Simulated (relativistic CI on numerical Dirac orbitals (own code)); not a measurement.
Cubic crystal-field splitting of Ce³⁺ by operator equivalents

Problem. Ce³⁺ (4f) sits in a cubic field with the Wybourne parameters B⁴₀ = -1940 and B⁶₀ = 560 cm⁻¹. Find the levels of its ground J multiplet, neglecting the mixing with the other J.

Working.
1. One f electron has the ground level ²F5/2 with g_J = 6/7 and the Stevens factor β = 2/315. Rank 6 cannot act within J = 5/2.
2. Stevens form: B₄ = β B⁴₀/8 = -1.5397 cm⁻¹, in H = B₄(O₄⁰ + 5O₄⁴).
3. The eigenvalues of O₄⁰ + 5O₄⁴ for J = 5/2 are −240 (Γ7 doublet) and +120 (Γ8 quartet): E(Γ7) = 369.5, E(Γ8) = -184.8 cm⁻¹.
4. Order and energies above the lowest: Γ8 0.0, Γ7 554.3 cm⁻¹. The Γ8 quartet has no single g value.

Check. Diagonalising spin-orbit coupling (free-ion gap 2139 cm⁻¹, from a Dirac-Coulomb-Breit calculation) and field together in all 14 states gives Γ8 0.0, Γ7 425.4 cm⁻¹. The other multiplet starts at 2103 cm⁻¹; the differences from the hand values come from J mixing and grow with the ratio of the field to that gap. Here they are large, so operator equivalents within one J are not enough.
